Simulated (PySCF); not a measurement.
## Computed properties of Bi(H)2(OMe) (CH₅BiO), SMILES C[O][BiH2]

Bi(H)2(OMe) (CH5BiO), SMILES C[O][BiH2]. Coordinates come from a B3LYP-D3(BJ)/def2-SVP optimisation. The def2 effective core potentials stand for the cores of Bi; spin–orbit coupling is left out. The values are those of a single conformer. All values are computed for the isolated molecule unless a solvent is named; none is compared with measurement here.

**Structure.** The optimised structure has Cs symmetry. All 18 harmonic modes at B3LYP-D3(BJ)/def2-SVP (PySCF) are real, so it is a minimum. With heavy atoms numbered as in [BiH2:1][O:4][CH3:5], the shortest bond between them is O4–C5 at 1.401 Å and the longest Bi1–O4 at 2.116 Å.

**Vibrations.** The strongest infrared lines (harmonic, unscaled, degenerate partners summed) lie at 1738 cm⁻¹ (280 km/mol, H 100 %), 1736 cm⁻¹ (253 km/mol, H 99 %), 1107 cm⁻¹ (154 km/mol, O 50 %, C 46 %). The softest mode is at 158 cm⁻¹ and the zero-point energy is 33.3 kcal/mol.

**Electronic structure.** CAM-B3LYP/def2-TZVPD (PySCF) places the frontier levels at -8.80 and -0.51 eV, a gap of 8.29 eV, and gives a dipole moment of 1.94 D and a mean polarisability of 67.3 bohr³.

**Excitations.** TDA-B3LYP/def2-SVPD (PySCF) has S1 at 4.37 eV (284 nm, f = 0.001, dark); the most intense of the 10 singlets computed lies at 6.41 eV (f = 0.19). T1 (TDA) is at 3.96 eV, 0.41 eV under S1. No vertical singlet excitation falls in the visible range (under 3.1 eV).
